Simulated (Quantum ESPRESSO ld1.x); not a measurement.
The numbers below are computed, except where a source is named.
These are the eigenvalues of the occupied orbitals of an atom or ion with whole-number occupations (Ry). Code: ld1.x of Quantum ESPRESSO 7.5. Model: scalar-relativistic Kohn-Sham, LDA (Slater exchange, VWN5 correlation), spin-polarised, spherical densities, point nucleus.

1s up: -702.971
1s down: -702.969
2s up: -89.2859
2s down: -89.1694
2p up: -78.0428
2p down: -77.9532
3s up: -13.6142
3s down: -13.4209
3p up: -10.2476
3p down: -10.0582
3d up: -4.75983
3d down: -4.57305
4d up: -1.41226

Which element is it, and in what charge state? The configuration may be excited. Open shells, if any, are filled with parallel spins first.

Answer. Z = 30, zinc, charge +3: Zn3+ in [Ar] 3d8 4d1. The list shows which subshells hold electrons but not how many an open one holds; the 1s level, -351.49 hartree, gives Z - s = 26.5 by -(Z - s)^2/2, which with screening and relativity narrows Z to a few neighbours, and the depths of the outer levels then fix element, charge and occupations together.
